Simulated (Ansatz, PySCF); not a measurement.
Noncovalent pair: C2H3N (SMILES CC#N) (first 6 atoms) with CH5N (SMILES CN); geometry from B3LYP-D3(BJ)/def2-TZVP, rigid monomers moved along the line of their centres of mass till H5···N8 is 2.30 Å.
(charge 0, multiplicity 1):
```xyz
13

C      0.19250     1.30181     0.16282
C     -0.63659     0.10867     0.14241
N     -1.29260    -0.83564     0.16214
H     -0.28917     2.10573    -0.39425
H      0.32422     1.60197     1.20468
H      1.16360     1.09381    -0.28701
C      0.59826    -0.53148     3.29351
N     -0.40981     0.51101     3.08782
H      1.52109    -0.07654     3.65738
H      0.81721    -1.00803     2.33736
H      0.30640    -1.31934     3.99905
H     -0.65533     0.95026     3.96691
H     -1.25826     0.10386     2.71086
```

Interaction energies are E(AB) − E(A) − E(B) at the monomers' geometry in the complex; basis-set methods are counterpoise corrected.

Cores are frozen in the correlated methods.

Codes used: Ansatz (a first-principles code) with Gaussian orbitals; PySCF for the dispersion terms. 

PBE/def2-TZVPPD gives -2.26 kcal/mol for the interaction energy.

**Question.** Where do these levels fall relative to PBE: PBE-D3(BJ)/def2-TZVPPD, r2SCAN/def2-TZVPPD, PBE0/def2-TZVPPD, wB97M-V/def2-TZVPPD, MP2/aug-cc-pVDZ, CCSD(T)/aug-cc-pVDZ.

**Answer.** PBE-D3(BJ)/def2-TZVPPD -1.90; r2SCAN/def2-TZVPPD -1.18; PBE0/def2-TZVPPD -0.18; wB97M-V/def2-TZVPPD -1.82; MP2/aug-cc-pVDZ -1.06; CCSD(T)/aug-cc-pVDZ -0.66 kcal/mol. 0 of 6 lie above PBE; the widest gap is to PBE-D3(BJ)/def2-TZVPPD.
